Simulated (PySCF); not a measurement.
Identify the unknown among the candidates.

All candidates are C6H6F3N.

| technique | computed result |
| --- | --- |
| 1H NMR | chemical shifts (computed TMS as zero) by class: 7.41 (1 H), 2.70 (2 H), 1.23 (3 H) ppm [GIAO PBE0/pcSseg-1] |
| Rotational structure | rotational constants A, B, C: 1.878, 0.907, 0.713 GHz [GFN2-xTB] |
| 13C NMR | chemical shifts (computed TMS as zero) by class: 168.3 (1 C), 130.8 (1 C), 117.3 (1 C), 112.5 (1 C), 30.6 (1 C), 15.0 (1 C) ppm [GIAO PBE0/pcSseg-1] |
| NMR, other nuclei | isotropic shieldings of nuclei other than C and H, by class: -66 (1 N), 250 (3 F) ppm [GIAO PBE0/pcSseg-1] |
| Dipole | 4.77 D [PBE0/pcSseg-1] |

The electronic properties come from PySCF, for the isolated species, density fitting. Levels stand in brackets. Isolated species at its GFN2-xTB geometry (one conformer only). Each NMR value is the plain mean over a class of atoms that symmetry, rotation or inversion makes alike.

Problem. Which candidate is it?
A. `C/C(=C/C#N)CC(F)(F)F`
B. `C=C(CC(F)F)[C@H](F)C#N`
C. `CC/C=C(\C#N)C(F)(F)F`
D. `Cn1ccc(C(F)(F)F)c1`

Solution. C. It is `CC/C=C(\C#N)C(F)(F)F`. Numbering: `[CH3:1][CH2:2]/[CH:3]=[C:4](\[C:5]#[N:6])[C:7]([F:8])([F:9])[F:10]`. Its formula, C6H6F3N, gives 3 degrees of unsaturation: 0 rings and 3 π bonds in the structure found. 6 carbons fall into 6 classes; from least to most shielded: alkene CH carbon [C3] (168.3 ppm), CF3 carbon [C7] (130.8 ppm), nitrile carbon [C5] (117.3 ppm), fully substituted alkene carbon [C4] (112.5 ppm), allylic carbon [C2] (30.6 ppm), methyl carbon [C1] (15.0 ppm). Hydrogen classes from least to most shielded: 1 H on an alkene CH carbon, C3 (7.41 ppm), 2 H on an allylic carbon, C2 (2.70 ppm, a mean of values up to 0.6 ppm apart in this geometry), 3 H on a methyl carbon, C1 (1.23 ppm). The other shieldings belong to: -66 ppm, nitrile nitrogen [N6]; 250 ppm, fluorine of a CF3 group [F8/F9/F10]. The optimised geometry has point group C1 and is an asymmetric top.

The others, at the same levels:
- `Cn1ccc(C(F)(F)F)c1` fails: its computed 13C shifts are 133.3 (1 C), 125.9 (1 C), 124.6 (1 C), 123.7 (1 C), 113.9 (1 C), 37.1 (1 C) ppm, 1H shifts are 6.95 (1 H), 6.65 (1 H), 6.56 (1 H), 3.76 (3 H) ppm and rotational constant A is 3.081 GHz (against 1.878 GHz).
- `C/C(=C/C#N)CC(F)(F)F` fails: its computed 13C shifts are 164.6 (1 C), 134.1 (1 C), 121.0 (1 C), 108.4 (1 C), 45.5 (1 C), 26.4 (1 C) ppm, 1H shifts are 5.49 (1 H), 3.34 (2 H), 2.21 (3 H) ppm and dipole moment is 4.52 D (against 4.77 D).
- `C=C(CC(F)F)[C@H](F)C#N` fails: its computed 13C shifts are 144.4 (1 C), 125.3 (1 C), 124.6 (1 C), 119.6 (1 C), 82.4 (1 C), 42.4 (1 C) ppm, 1H shifts are 6.12 (1 H), 6.00 (1 H), 5.90 (1 H), 5.86 (1 H), 2.89 (1 H), 2.74 (1 H) ppm and rotational constant A is 1.972 GHz (against 1.878 GHz).

Each candidate is one conformer, not necessarily the lowest. The conformers computed, where there is a choice (atom-mapped SMILES and torsion angles):
- `[CH3:1][CH2:2]/[CH:3]=[C:4](\[C:5]#[N:6])[C:7]([F:8])([F:9])[F:10]`: C1–C2–C3–C4 -118°, C3–C4–C7–F8 121°
- `[CH3:1][n:2]1[cH:3][cH:4][c:5]([C:6]([F:7])([F:8])[F:9])[cH:10]1`: C4–C5–C6–F7 168°
- `[CH3:1]/[C:2](=[CH:3]/[C:4]#[N:5])[CH2:6][C:7]([F:8])([F:9])[F:10]`: C1–C2–C6–C7 -70°, C2–C6–C7–F8 -47°
- `[CH2:1]=[C:2]([CH2:3][CH:4]([F:5])[F:6])[C@H:7]([F:8])[C:9]#[N:10]`: C1–C2–C3–C4 -94°, C2–C3–C4–F5 175°, C1–C2–C7–F8 8°
